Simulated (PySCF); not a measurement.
Two species compared at the same levels of theory.

First species: C₅H₈NP.
Bonds: C1–C2 (double), C2–P3, P3–C4, P3–C5, C5–C6, C6–N7 (triple). Hydrogens: H8, H9 on C1; H10 on C2; H11, H12, H13 on C4; H14, H15 on C5.

Second species: C2H6Cl4Si2.
Cartesian coordinates in Å at the GFN2-xTB level; atoms count from 1:
```
atom  x, y, z in Å
C1     2.562   -0.199    0.405
Si2    0.986    0.143   -0.611
Cl3    0.993   -1.097   -2.222
Cl4    1.098    2.046   -1.318
Si5   -0.985   -0.143    0.607
C6    -2.562    0.198   -0.407
Cl7   -0.993    1.100    2.215
Cl8   -1.094   -2.045    1.315
H9     2.626    0.466    1.262
H10    3.461   -0.056   -0.190
H11    2.572   -1.220    0.778
H12   -2.627   -0.465   -1.266
H13   -2.577    1.219   -0.779
H14   -3.461    0.052    0.189
```

Levels: PBE0/def2-SVPD for dipole moment, HOMO energy, LUMO energy, HOMO–LUMO gap, static isotropic polarisability and electronic spatial extent ⟨r²⟩ about the centre of nuclear charge; TDDFT PBE0/def2-SVPD for lowest singlet excitation; TDA PBE0/def2-SVPD for lowest triplet excitation (Tamm–Dancoff); GFN2-xTB for rotational constant A and rotational constant C. Geometries: GFN2-xTB. All species are isolated and taken at one optimised geometry, non-relativistic unless stated. Electronic properties by PySCF.

Dipoles, sizes and rotational constants follow the conformer. The torsions of the flexible species, by atom-mapped SMILES:
- `[CH2:1]=[CH:2][P:3]([CH3:4])[CH2:5][C:6]#[N:7]`: C1–C2–P3–C4 31°, C2–P3–C5–C6 -50°
- `[CH3:1][Si:2]([Cl:3])([Cl:4])[Si:5]([CH3:6])([Cl:7])[Cl:8]`: C1–Si2–Si5–C6 180°

| property | column X | column Y |
| --- | --- | --- |
| dipole moment | 2.67 D | 0.00 D |
| HOMO energy | -6.98 eV | -8.11 eV |
| LUMO energy | -0.57 eV | -0.78 eV |
| HOMO–LUMO gap | 6.41 eV | 7.33 eV |
| lowest singlet excitation | 5.54 eV | 6.13 eV |
| lowest triplet excitation (Tamm–Dancoff) | 4.01 eV | 5.41 eV |
| static isotropic polarisability | 88.4 au | 129.1 au |
| electronic spatial extent ⟨r²⟩ about the centre of nuclear charge | 908 bohr² | 2568 bohr² |
| rotational constant A | 2.696 GHz | 0.890 GHz |
| rotational constant C | 1.534 GHz | 0.458 GHz |

(1) Which column belongs to which species?

(2) How does each property change from the first species to the second?

Results:

(1) Column X is the first species and column Y the second. The first has 15 atoms and 60 electrons, the second 14 and 114.

(2) dipole moment -2.67 D; HOMO energy -1.13 eV; LUMO energy -0.21 eV; HOMO–LUMO gap +0.92 eV; lowest singlet excitation +0.59 eV; lowest triplet excitation (Tamm–Dancoff) +1.40 eV; static isotropic polarisability +40.7 au; electronic spatial extent ⟨r²⟩ about the centre of nuclear charge +1660 bohr²; rotational constant A -1.806 GHz; rotational constant C -1.076 GHz.

On the first: The principal polarisabilities are 79.6, 87.0 and 98.5 au; their mean is the isotropic value. No computed singlet falls in the visible range (750 to 380 nm, 1.65 to 3.26 eV); S1 lies 2.28 eV above its blue end.

On the second: Point group C2h forbids a permanent dipole, so the rigid molecule has no electric-dipole pure rotational spectrum. The polarisability is 19.13 Å³ as a volume (1 au = 0.148185 Å³), or 1.13 au for each of the 114 electrons.
